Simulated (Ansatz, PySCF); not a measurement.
Gas-phase reaction R1 + R2 → P1 + P2, each structure at its B3LYP-D3(BJ)/def2-TZVP stationary point, reached from a drawn start (curvature not checked).
R1, SiH4 (SMILES [SiH4]) (charge 0, multiplicity 1, Z-matrix in Å and degrees):
```
Si
H 1 1.4803
H 1 1.4803 2 109.47
H 1 1.4803 2 109.47 3 120.00
H 1 1.4803 2 109.47 3 -120.00
```
R2: H4OSi (SMILES O[SiH3]), charge 0, multiplicity 1.
P1, H6OSi2 (SMILES [SiH3]O[SiH3]) (charge 0, multiplicity 1):
```xyz
9

Si     1.54560    -0.32251     0.04941
O     -0.01363    -0.18176    -0.42745
Si    -1.54771     0.29480    -0.11458
H      2.30991    -0.96397    -1.04089
H      2.11363     1.01592     0.33482
H      1.63086    -1.15391     1.27293
H     -2.06867    -0.41561     1.07681
H     -2.38417    -0.02717    -1.28977
H     -1.58593     1.75421     0.13871
```
P2: H2 (SMILES [H][H]), charge 0, multiplicity 1.

P less R. No zero-point or thermal terms.

Frozen-core correlation throughout. CBS: X⁻³ extrapolation of the correlation energy, Hartree–Fock from the larger set.

Programs: Ansatz (Gaussian basis) for Hartree–Fock, density functionals and correlated methods; PySCF for the D3/D4 terms. All values are computed, each at the level named.

PBE/def2-TZVPP gives -15.69 kcal/mol for the reaction energy.

Problem. Where do these levels fall relative to PBE: PBE-D3(BJ)/def2-TZVPP, r2SCAN/def2-TZVPP, PBE0/def2-TZVPP, wB97M-V/def2-TZVPP, B2PLYP/def2-TZVPP, MP2/cc-pV(Q+d)Z, CCSD(T)/CBS(cc-pV(T+d)Z, cc-pV(Q+d)Z).

Solution. PBE-D3(BJ)/def2-TZVPP -0.91; r2SCAN/def2-TZVPP -3.69; PBE0/def2-TZVPP -0.85; wB97M-V/def2-TZVPP -3.62; B2PLYP/def2-TZVPP -3.67; MP2/cc-pV(Q+d)Z -6.19; CCSD(T)/CBS(cc-pV(T+d)Z, cc-pV(Q+d)Z) -4.80 kcal/mol. 0 of 7 lie above PBE; the widest gap is to MP2/cc-pV(Q+d)Z.

Ansatz is a first-principles code.
